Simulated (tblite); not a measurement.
Run record: tight-binding relaxation, `Cc1cc([Se-])ccc1C#N`.

Computed with GFN2-xTB geometry optimisation, gas phase (tblite 0.8.0). Start geometry: from a force field or distance geometry. The command runs a driver script over a list of jobs; the input below is this job's line of settings and its coordinates in Å.

Command:
```bash
OMP_NUM_THREADS=1 python probes_run.py task.json out
```

Input:
```
{"job": {"kind": "relax", "xc": "GFN2-xTB", "basis": "xTB"}, "charge": -1, "multiplicity": 1}
C     -1.937100    -0.919400     0.158900
C     -0.571000    -0.369600     0.054400
C      0.497100    -1.264300     0.134600
C      1.760400    -0.745200     0.033700
Se     3.380000    -2.140500     0.155400
C      2.053100     0.579200    -0.111900
C      1.003600     1.469200    -0.180100
C     -0.271200     0.966300    -0.083200
C     -1.403100     1.854700    -0.152500
N     -2.307600     2.587100    -0.213800
H     -2.538000    -0.437900     0.965300
H     -2.469900    -0.714600    -0.815900
H     -1.873100    -2.002800     0.254500
H      0.366400    -2.327400     0.246800
H      3.063200     0.970400    -0.175600
H      1.239700     2.503800    -0.282200
```

Task: What does the run print?

Result: 
```
step      E/eV     max force
  0    -720.70322    3.704
  1    -721.03143    3.400
  2    -721.05893    6.572
  3    -721.31705    0.710
  4    -721.35045    0.550
  5    -721.36858    0.371
  6    -721.37483    0.170
  7    -721.37921    0.150
  8    -721.38166    0.137
  9    -721.38324    0.117
... (7 lines left out)
 17    -721.38861    0.048
 18    -721.38891    0.055
 19    -721.38921    0.052
 20    -721.38942    0.031
 21    -721.38950    0.014
 22    -721.38953    0.015
 23    -721.38955    0.014
 24    -721.38959    0.014
 25    -721.38961    0.011
 26    -721.38963    0.007
```

«max force» is the largest atomic force in eV/Å.

Task: From which step on does the largest force stay under 0.1 eV/Å, and how much energy is left to gain from there?

Result: From step 10 (0.085 eV/Å), 5.0 meV above the end.

In short: energy lowered by 15.8 kcal/mol over 26 steps; largest atomic force 0.007 eV/Å at the end.

Task: Give the final coordinates.

Result: 0.069 Å rms from the input after alignment:
```
atom  x, y, z in Å
C1    -1.9522   -0.9275    0.1295
C2    -0.5419   -0.4176    0.0572
C3     0.5353   -1.2695    0.1256
C4     1.8505   -0.8009    0.0472
Se5    3.2861   -1.9851    0.1393
C6     2.0661    0.5726   -0.1036
C7     1.0071    1.4409   -0.1699
C8    -0.3092    0.9640   -0.0914
C9    -1.3794    1.8628   -0.1587
N10   -2.2570    2.6093   -0.2136
H11   -2.4932   -0.4453    0.9448
H12   -2.4847   -0.7012   -0.7958
H13   -1.9656   -2.0041    0.2861
H14    0.3751   -2.3325    0.2433
H15    3.0807    0.9381   -0.1667
H16    1.1746    2.5050   -0.2845
```

Hardware: an Arm Neoverse V2 with one thread (shared host). Cost: 0.16 s of wall time.
Labels such as C1 count atoms from 1, the log's own numbers from 0.
